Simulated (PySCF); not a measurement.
Species: C7H11F.
Numbering: `[CH2:1]=[CH:2][C@H:3]([F:4])/[CH:5]=[CH:6]/[CH2:7][CH3:8]` (hydrogens: H9, H10 on C1; H11 on C2; H12 on C3; H13 on C5; H14 on C6; H15, H16 on C7; H17, H18, H19 on C8)

Vertical excitations from PySCF (density fitting, frozen core in the response, grid level 2 and gas phase unless stated; continuum runs use non-equilibrium linear response for the excitations) on a GFN2-xTB geometry. Reference run:

| settings | S1, eV (f) | S2, eV (f) | S3, eV (f) | S4, eV (f) | S5, eV (f) | S6, eV (f) | T1, eV (Tamm–Dancoff) | mean α (au) |
| --- | --- | --- | --- | --- | --- | --- | --- | --- |
| PBE0/def2-SVPD, full TDDFT, 6 singlets | 6.36 (0.383) | 6.64 (0.030) | 7.20 (0.015) | 7.40 (0.064) | 7.48 (0.018) | 7.53 (0.256) | 4.29 | 89.3 |

Question: What do these settings give: (1) OLYP/STO-3G, energy threshold 1e-07 Eh, TDA, 1 singlet; (2) B3LYP/pcSseg-1, full TDDFT, 1 singlet?

Answer: 
```json
{"settings": "OLYP/STO-3G, energy threshold 1e-07 Eh, TDA, 1 singlet", "S1, eV (f)": "4.99 (0.003)", "S2, eV (f)": "–", "S3, eV (f)": "–", "S4, eV (f)": "–", "S5, eV (f)": "–", "S6, eV (f)": "–", "T1, eV (Tamm–Dancoff)": "–", "mean α (au)": "42.4"}
{"settings": "B3LYP/pcSseg-1, full TDDFT, 1 singlet", "S1, eV (f)": "6.28 (0.336)", "S2, eV (f)": "–", "S3, eV (f)": "–", "S4, eV (f)": "–", "S5, eV (f)": "–", "S6, eV (f)": "–", "T1, eV (Tamm–Dancoff)": "–", "mean α (au)": "80.2"}
```

(1) S1 moves by -1.37 eV; functional, basis and response scheme change together, so the shift can't be laid on one. (2) S1 moves by -0.08 eV; functional and basis change together, so the shift can't be laid on one. States are counted by energy in each run and needn't keep their character from row to row.

Question: Give the leading configurations of S1 (H = HOMO, L = LUMO) and the HOMO–LUMO gap of each run.

Answer: 
```tsv
settings	S1 configurations (weight)	S1 (eV)	orbital gap (eV)	S1 − gap (eV)
PBE0/def2-SVPD, full TDDFT, 6 singlets	H→L 0.89	6.36	7.11	-0.75
OLYP/STO-3G, energy threshold 1e-07 Eh, TDA, 1 singlet	H→L 0.61, H−1→L 0.38	4.99	4.88	+0.11
B3LYP/pcSseg-1, full TDDFT, 1 singlet	H→L 0.86	6.28	6.74	-0.46
```

Shape of the structure used: `[CH2:1]=[CH:2][C@H:3]([F:4])/[CH:5]=[CH:6]/[CH2:7][CH3:8]`: C1–C2–C3–F4 9°, C2–C3–C5–C6 -103°, C5–C6–C7–C8 121°.

One conformer stands for the species.
